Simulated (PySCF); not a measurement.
PBE on Si⁻ (silicon, charge -1), [Ne] 3s2 3p3, high-spin 4S determinant. All numbers are calculated (PySCF 2.14, scalar relativity by spin-free X2C-1e, in x2c-QZVPPall with one added diffuse shell each of s, p, d, f type (10s7p5d3f1g, 86 functions)).

```
cycle= 1 E= -289.900027171752  delta_E= -0.0103  |g|= 0.0148  |ddm|= 0.23
cycle= 2 E= -289.900044596646  delta_E= -1.74e-05  |g|= 0.00667  |ddm|= 0.0116
cycle= 3 E= -289.900050072861  delta_E= -5.48e-06  |g|= 0.000972  |ddm|= 0.0075
cycle= 4 E= -289.90005020077  delta_E= -1.28e-07  |g|= 0.00107  |ddm|= 0.0053
cycle= 5 E= -289.900051596176  delta_E= -1.4e-06  |g|= 3.23e-05  |ddm|= 0.00241
cycle= 6 E= -289.90005159797  delta_E= -1.79e-09  |g|= 3.68e-06  |ddm|= 0.000116
cycle= 7 E= -289.900051597997  delta_E= -2.7e-11  |g|= 2.18e-07  |ddm|= 1.3e-05
converged SCF energy = -289.900051597997  <S^2> = 3.7504022  2S+1 = 4.0002011
```

Highest occupied orbital energy: 1.135 eV; ⟨L²⟩ = 0.00; populations by l: s 6.00, p 9.00, d 0.00, f 0.00.

(1) Can this result be used?

Results:

(1) With care. The run converged. At PBE the highest occupied level has a positive energy, so only the finite basis holds that electron; in a semilocal or global hybrid functional this comes from self-interaction and does not mean that the real anion is unbound.
